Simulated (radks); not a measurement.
Species: Bi+. Configuration: [Hg] 6p2. Method: Dirac Kohn-Sham, BLYP, spin-unpolarised, spherical densities, finite nucleus; open shells fill j = l - 1/2 first; Fermi nuclear charge, rms radius 5.5211 fm; computed with a radial shooting solver on a logarithmic mesh with Libxc functionals.

Normalised radial functions P(r) = r R(r) (large component), r in bohr:

r	5p3/2
0.001122	0.0023
0.001521	0.0040
0.002078	0.0070
0.002816	0.0122
0.003817	0.0208
0.005215	0.0355
0.007067	0.0585
0.009655	0.0947
0.01309	0.1453
0.01788	0.2119
0.02423	0.2803
0.03283	0.3236
0.04486	0.2905
0.06079	0.1308
0.08305	-0.1574
0.1126	-0.4156
0.1525	-0.3917
0.2084	0.0586
0.2824	0.5787
0.3859	0.5420
0.5229	-0.2021
0.7087	-1.0024
0.9682	-1.1710
1.312	-0.7578
1.793	-0.2900
2.43	-0.0665
3.319	-0.0075
4.498	-0.0004
6.097	0.0000
8.329	0.0000

5p3/2: eigenvalue -96.040 eV, 3 radial nodes at r = 0.0708, 0.202, 0.489 bohr, <r> = 0.975 bohr, 90 % of the charge inside 1.41 bohr.
